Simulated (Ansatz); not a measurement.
Mulliken charges of C2H4F2Si2, SMILES `F[SiH](F)C#C[SiH3]` from ωB97M-V/def2-TZVPP in Ansatz (PBE0-D4/def2-TZVP geometry).

| atom | x (Å) | y (Å) | z (Å) | charge (e) |
| --- | --- | --- | --- | --- |
| F1 | -0.090 | -3.230 | -0.655 | -0.292 |
| Si2 | 0.801 | -1.997 | -1.090 | 0.783 |
| F3 | 0.660 | -1.835 | -2.657 | -0.292 |
| C4 | 0.181 | -0.502 | -0.281 | -0.226 |
| C5 | -0.188 | 0.506 | 0.283 | -0.154 |
| Si6 | -0.761 | 2.028 | 1.128 | 0.248 |
| H7 | 2.205 | -2.284 | -0.764 | -0.044 |
| H8 | -2.168 | 2.285 | 0.741 | -0.007 |
| H9 | -0.659 | 1.822 | 2.592 | -0.008 |
| H10 | 0.103 | 3.156 | 0.707 | -0.008 |

Question: By hand: the dipole of these point charges (1 e Å = 4.8032 D).

Answer: Σ q r = (0.183, 0.498, 0.415) e Å, of length 0.674 e Å = 3.24 D.

Question: How does the dipole of the full density compare? (An estimate is asked.)

Answer: The calculation gave: (0.098, 0.329, 0.266) e Å, 2.09 D; the point charges give 1.55 times that, at 3° from its direction.

Point charges leave out the atoms' own dipoles, such as those of lone pairs, and Mulliken's split depends on the basis, so the two needn't agree.
